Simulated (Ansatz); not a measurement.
The multiplicity is imposed and other spin states were not computed.

All values below come from Ansatz (a program for electronic structure) with PBE-D3(BJ)/def2-SVP. No frequencies were computed at this level.

Ansatz 0.2 input:
```yaml
crystal:
  periodic: [false, false, false]
  atoms:
    - { symbol: Hf, position_ang: [-0.032872, 0.012882, -0.156882] }
    - { symbol: F, position_ang: [-0.692568, -1.20141, 1.07465] }
    - { symbol: F, position_ang: [-1.518297, 1.061635, -0.506328] }
    - { symbol: F, position_ang: [1.125535, 1.139796, 0.75333] }
    - { symbol: N, position_ang: [0.889406, -0.833078, -1.700983] }
    - { symbol: H, position_ang: [1.818925, -0.57513, -2.034753] }
    - { symbol: H, position_ang: [0.602289, -1.655723, -2.231825] }
basis:
  gaussian: { orbitals: def2-svp }
hamiltonian:
  xc: pbe
  dispersion: d3bj
relax:
  max_steps: 150
```

Output:

```
Functional definition: PBE
1046 factors; their error is unknown
mean field evaluation 1: about -10958.0525 eV, gradient 8.6e1 eV
mean field evaluation 2: about -10890.5465 eV, gradient 1.9e2 eV
mean field evaluation 4: about -10971.1480 eV, gradient 1.1e1 eV
mean field evaluation 8: about -10971.3913 eV, gradient 1.6e-1 eV
mean field evaluation 16: about -10971.3034 eV, gradient 2.0e-4 eV
mean field -10971.30337009 eV, -403.1879622343 hartree, gradient 4.3e-5 eV, S^2 0.000000; 0 other end points of the search recorded, 0 dependent functions left out
reference -10971.30344027 eV, -403.1879648133 hartree; 24, 24 occupied and 74, 74 virtual orbitals, 1046 factors
relax step   1: F+E_penalty+E_count = -10971.40406900 eV  Δ(F+E_penalty+E_count) = +0.000e0 eV  max|allowed force component| = 2.060e0 eV/Å  Δτ_max = 0.0000 Å  (29 SCF iters, accepted)
these checks for a lower state are left out or cut short: starts, cluster_reference, orbital_swaps, neighbouring_geometries, increment
1046 factors; their error is unknown
mean field -10971.66561350 eV, -403.2012744342 hartree, gradient 1.1e-5 eV, S^2 0.000000; 0 other end points of the search recorded, 0 dependent functions left out
reference -10971.66568581 eV, -403.2012770915 hartree; 24, 24 occupied and 74, 74 virtual orbitals, 1046 factors
relax step   2: F+E_penalty+E_count = -10971.76392632 eV  Δ(F+E_penalty+E_count) = -3.599e-1 eV  max|allowed force component| = 4.709e-1 eV/Å  Δτ_max = 0.1455 Å  (34 SCF iters, accepted)
these checks for a lower state are left out or cut short: starts, cluster_reference, orbital_swaps, neighbouring_geometries, increment
1046 factors; their error is unknown
mean field evaluation 32: about -10971.6866 eV, gradient 1.9e-3 eV
mean field -10971.68664580 eV, -403.2020473569 hartree, gradient 1.5e-5 eV, S^2 0.000000; 0 other end points of the search recorded, 0 dependent functions left out
reference -10971.68671843 eV, -403.2020500258 hartree; 24, 24 occupied and 74, 74 virtual orbitals, 1046 factors
relax step   3: F+E_penalty+E_count = -10971.78567489 eV  Δ(F+E_penalty+E_count) = -2.175e-2 eV  max|allowed force component| = 1.590e-1 eV/Å  Δτ_max = 0.0507 Å  (28 SCF iters, accepted)
these checks for a lower state are left out or cut short: starts, cluster_reference, orbital_swaps, neighbouring_geometries, increment
1046 factors; their error is unknown
mean field -10971.68884029 eV, -403.2021280030 hartree, gradient 9.6e-6 eV, S^2 0.000000; 0 other end points of the search recorded, 0 dependent functions left out
reference -10971.68891306 eV, -403.2021306773 hartree; 24, 24 occupied and 74, 74 virtual orbitals, 1046 factors
relax step   4: F+E_penalty+E_count = -10971.78820393 eV  Δ(F+E_penalty+E_count) = -2.529e-3 eV  max|allowed force component| = 1.015e-1 eV/Å  Δτ_max = 0.0264 Å  (29 SCF iters, accepted)
these checks for a lower state are left out or cut short: starts, cluster_reference, orbital_swaps, neighbouring_geometries, increment
1046 factors; their error is unknown
mean field -10971.68723988 eV, -403.2020691887 hartree, gradient 9.3e-6 eV, S^2 0.000000; 0 other end points of the search recorded, 0 dependent functions left out
reference -10971.68731266 eV, -403.2020718635 hartree; 24, 24 occupied and 74, 74 virtual orbitals, 1046 factors
relax step   5: F+E_penalty+E_count = -10971.78664744 eV  Δ(F+E_penalty+E_count) = +1.556e-3 eV  max|allowed force component| = 3.243e-1 eV/Å  Δτ_max = 0.0152 Å  (30 SCF iters, rejected (line search))
these checks for a lower state are left out or cut short: starts, cluster_reference, orbital_swaps, neighbouring_geometries, increment
1046 factors; their error is unknown
mean field -10971.68914599 eV, -403.2021392371 hartree, gradient 9.5e-6 eV, S^2 0.000000; 0 other end points of the search recorded, 0 dependent functions left out
reference -10971.68921875 eV, -403.2021419109 hartree; 24, 24 occupied and 74, 74 virtual orbitals, 1046 factors
relax step   6: F+E_penalty+E_count = -10971.78850748 eV  Δ(F+E_penalty+E_count) = -3.036e-4 eV  max|allowed force component| = 5.440e-3 eV/Å  Δτ_max = 0.0072 Å  (30 SCF iters, accepted)
1046 factors; their error is unknown
mean field evaluation 64: about -10957.9761 eV, gradient 8.7e1 eV
mean field -10971.68914599 eV, -403.2021392371 hartree, gradient 9.6e-6 eV, S^2 0.000000; 1 other end points of the search recorded, 0 dependent functions left out
reference -10971.68921875 eV, -403.2021419109 hartree; 24, 24 occupied and 74, 74 virtual orbitals, 1046 factors
Total energy: -10971.78858024 eV, -403.2057933784 hartree
Atom 0 at    -0.026448     0.042953    -0.059266 Å, force    -0.002586    -0.000459     0.001520 eV/Å
Atom 1 at    -0.710037    -1.353397     1.077009 Å, force     0.001022    -0.000239    -0.001989 eV/Å
Atom 2 at    -1.545749     1.044316    -0.695110 Å, force    -0.000499     0.000724     0.000441 eV/Å
Atom 3 at     1.270248     1.199512     0.765871 Å, force    -0.000929     0.000688     0.001812 eV/Å
Atom 4 at     0.891005    -0.833137    -1.641767 Å, force     0.005440     0.004496    -0.001911 eV/Å
Atom 5 at     1.783050    -0.533567    -2.052541 Å, force     0.000532    -0.003439    -0.003149 eV/Å
Atom 6 at     0.530349    -1.617707    -2.196988 Å, force    -0.002979    -0.001771     0.003278 eV/Å
Dipole moment:     0.285805    -0.216048    -0.391226 e Å
```

Cost: about 14 core-seconds (a rough figure).
